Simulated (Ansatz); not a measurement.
AlCl3, triplet, geometry from GFN2-xTB (such geometries of metal compounds can be far from the true shape) (a higher spin typed on purpose: for a closed-shell molecule this is an excited state); HF/6-31G* run with Ansatz (a program for electronic structure).

Input for Ansatz:
Ansatz 0.2 input:
```yaml
crystal:
  periodic: [false, false, false]
  atoms:
    - {symbol: Al, position_ang: [0.42331902, 0.42832334, -0.04189341]}
    - {symbol: Cl, position_ang: [-1.24093008, -1.00488612, 0.01916959]}
    - {symbol: Cl, position_ang: [-0.32707159, 2.13242496, -0.98591657]}
    - {symbol: Cl, position_ang: [1.24428712, -1.45508022, 0.99878312]}
basis:
  gaussian:
    orbitals: 6-31G*
hamiltonian:
  xc: hf
magnetization: {spin_polarized: true, initial_magnetization: 2}
accuracy: high
```

Output, abridged:

```
Functional definition: HF
1461 factors; integrals over basis functions are off by at most 4.5e-9 eV
mean field evaluation 1: about -44091.7297 eV, gradient 1.1e1 eV
mean field evaluation 2: about -44091.8061 eV, gradient 1.1e1 eV
mean field evaluation 4: about -44093.0149 eV, gradient 1.8e0 eV
mean field evaluation 8: about -44093.1279 eV, gradient 4.2e-1 eV
mean field evaluation 16: about -44093.1600 eV, gradient 1.4e-8 eV
mean field evaluation 32: about -44091.9197 eV, gradient 4.6e0 eV
mean field evaluation 64: about -44093.1428 eV, gradient 4.1e-1 eV
mean field evaluation 96: about -44080.7724 eV, gradient 1.1e1 eV
mean field evaluation 128: about -44088.1926 eV, gradient 6.6e-1 eV
mean field -44093.16000647 eV, -1620.3937428205 hartree, gradient 6.2e-8 eV, S^2 2.017516; 4 other end points of the search recorded, 0 dependent functions left out
reference -44093.16000647 eV, -1620.3937428205 hartree; 33, 31 occupied and 43, 45 virtual orbitals, 1461 factors
Total energy: -44093.16000647 eV, -1620.3937428205 hartree
```
